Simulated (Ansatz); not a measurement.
`C[CH2][Mg][Cl]` + H₂O → `C[CH2][Mg][OH]` + HCl at 298.15 K and 1 bar (formal hydrolysis of a Mg–Cl bond).

Calculated with Ansatz (gas phase, PBE0-D4/def2-TZVP geometries, no zero-point term in ΔE). CBS: MP2 limit from def2 TZ/QZ plus the TZ coupled-cluster correction, frozen cores. This one scheme is used for every species. For Mg outer-core shells are correlated without core-valence functions, which leaves a few kJ/mol of doubt a bond. Each species was taken in one conformer, which may not be the lowest.

```
         species  CCSD(T)/CBS energy (Eh)  H − E (kJ/mol)  S (J/(mol·K))
`C[CH2][Mg][Cl]`               -738.85772           189.9          335.2
             H₂O                -76.37941            66.4          188.7
`C[CH2][Mg][OH]`               -354.82367           220.6          351.0
             HCl               -460.38127            26.6          186.8
```

H − E and S are ideal-gas, rigid-rotor, harmonic terms from PBE0-D4/def2-TZVP, for one conformer and one mirror image of each species. 1 Eh = 2625.50 kJ/mol, R = 8.31446 J/(mol·K).

By hand: ΔE, ΔH, ΔS and ΔG.

ΔE = (-354.82367) + (-460.38127) − (-738.85772) − (-76.37941) = 0.03219 Eh = 84.5 kJ/mol. Δ(H − E) = 220.6 + 26.6 − 189.9 − 66.4 = -9.1, so ΔH = 75.4 kJ/mol. ΔS = 351.0 + 186.8 − 335.2 − 188.7 = 13.9 J/(mol·K). ΔG = 75.4 − 298.15 × (13.9)/1000 = 71.3 kJ/mol.

By hand: the equilibrium constant, and the temperature at which ΔG would vanish if ΔH and ΔS stayed fixed.

log₁₀ K = −ΔG/(RT ln 10) = -12.5. ΔG = 0 at ΔH/ΔS = 5424 K, far beyond where these terms or the molecules hold.

The number of gas molecules stays the same, so ΔS is small and ΔH decides. A doubt of 5 kJ/mol in ΔE shifts log₁₀ K by 0.9 here. Other conformers and mirror images would add mixing entropy, several J/(mol·K) or more a flexible species. These are equilibria of isolated gas molecules and say nothing of rates. Largest T1 diagnostic: 0.010 (customary marks: 0.02 for closed shells, 0.045 for open ones).
